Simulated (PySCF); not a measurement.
## Two-component Hartree-Fock for Ti³⁺ (titanium, charge +3)

Start: [Ar] 4p1; 4p3/2 filled at m_j = +3/2. Calculated with PySCF 2.14 in x2c-TZVPall-2c (6s7p4d1f, 54 functions): generalised Hartree-Fock with the X2C-1e Hamiltonian and a Gaussian nucleus; one run each with spin-orbit coupling (SO) switched off, then screened by Boettger's factors. This is a chosen level, not necessarily the ground level.

```csv
spinor shell,electrons,"ε, spin-free (eV)","ε, screened SO (eV)",weight of nominal j (screened SO),"rms radius, screened SO (bohr)"
1s1/2,2,-5061.1,-5061.1,1.000,0.0804
2s1/2,2,-634.32,-634.33,1.000,0.350
2p1/2,2,-529.87,-533.84,1.000,0.318
2p3/2,4,-529.87,-527.94,1.000,0.321
3s1/2,2,-120.36,-120.37,1.000,1.05
3p1/2,2,-89.178,-89.649,0.970,1.11
3p3/2,4,-89.178,-88.963,0.985,1.12
4p3/2,1,-26.714,-26.681,1.000,3.11
```

```
   quantity   spin-free  screened SO
E (hartree)  -850.50468   -850.50995
        M_J         3/2          3/2
       ⟨J²⟩       3.750        3.750
       ⟨L²⟩       2.000        2.001
       ⟨S²⟩       0.750        0.750
```

Each row is a mean over spinors that exchange with the open shell spreads, by up to 0.683 eV (3p3/2).

Without spin-orbit coupling the j labels of p, d and f shells carry no meaning; the spin-free column gives the mean over the occupied spinors of each nl shell.
